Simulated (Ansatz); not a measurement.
(MgO)3 ring (Mg3O3). Total charge 0; singlet. Geometry PBE0-D4/def2-SVP, basis def2-TZVP, Ansatz.

| run | HOMO (eV) | LUMO (eV) |
| --- | --- | --- |
| A | -6.12 | -2.20 |
| B | -5.17 | -2.59 |
| C | -6.53 | -1.85 |
| D | -5.35 | -2.10 |
| E | -9.30 | -0.08 |
| F | -5.43 | -2.77 |

LC-ωPBE has ω = 0.4 bohr⁻¹. HSE06 is defined as in plane-wave codes, on full-range PBE exchange.

The runs used HSE06, LC-ωPBE, LDA (SPW92), PBE, PBE0, r2SCAN. Estimate which is which.

A HSE06 (range-separated); B PBE (0 % exact exchange); C PBE0 (25 % exact exchange); D r2SCAN (0 % exact exchange); E LC-ωPBE (range-separated); F LDA (SPW92) (0 % exact exchange). Exact exchange lowers occupied and raises empty levels; among semilocal functionals meta-GGAs tend to open the gap a little, and such runs are hard to tell apart. The gap grows from 2.58 eV (PBE) to 9.22 eV (LC-ωPBE).
